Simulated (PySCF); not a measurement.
CH8AlNO2Si, SMILES C[N]([SiH3])[Al]([OH])[OH]. Atoms are numbered in the order given.

```xyz
14

Si     0.6058    -2.0165     0.0000
N     -0.4326    -0.6259     0.0000
C     -1.8726    -0.8790     0.0000
Al     0.1590     1.0610     0.0000
O      1.7972     1.5035     0.0000
O     -1.0418     2.2614     0.0000
H      0.3971    -2.8839     1.2050
H      2.0194    -1.5230     0.0000
H      0.3971    -2.8839    -1.2050
H     -2.4367     0.0660     0.0000
H     -2.1922    -1.4517    -0.8903
H     -2.1922    -1.4517     0.8903
H      2.5412     0.9006     0.0000
H     -0.8618     3.2019     0.0000
```

Coordinates come from a PBE0-D3(BJ)/def2-SVP optimisation. The structure was generated by enumeration; whether it is a known compound was not checked. Other conformers were not sampled.

All values below come from PySCF with CAM-B3LYP/def2-TZVP.

Gas-phase values at a fixed geometry.

```json
{
  "total_energy": "-780.25271 hartree",
  "point_group": "Cs",
  "highest_occupied_level": "-8.43 eV",
  "lowest_empty_level": "0.47 eV",
  "orbital_gap": "8.90 eV",
  "dipole_moment": "0.25 D",
  "quadrupole, principal values (traceless, Buckingham form, about the centre of nuclear charge)": "-1.17, 0.23, 0.94 D·Å",
  "mean_static_polarisability": "72.7 bohr³ (10.78 Å³)",
  "polarisability_principal_values": "61.3, 75.9, 81.0 bohr³"
}
```
